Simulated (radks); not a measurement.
These are the eigenvalues of the occupied orbitals of an atom or ion with whole-number occupations (eV). Method: non-relativistic Kohn-Sham, LDA (Slater exchange, Perdew-Wang correlation), spin-unpolarised, spherical densities, point nucleus; computed with a radial shooting solver on a logarithmic mesh with Libxc functionals.

1s: -53421.08

Which element is it, and in what charge state? The configuration may be excited.

Answer. Z = 63, europium, charge +62: Eu62+ in 1s1. The 1s level, -1963.2 hartree, gives Z - s = 62.7 by -(Z - s)^2/2, which with screening narrows Z to a few neighbours, and the depths must fix Z and the occupations together.
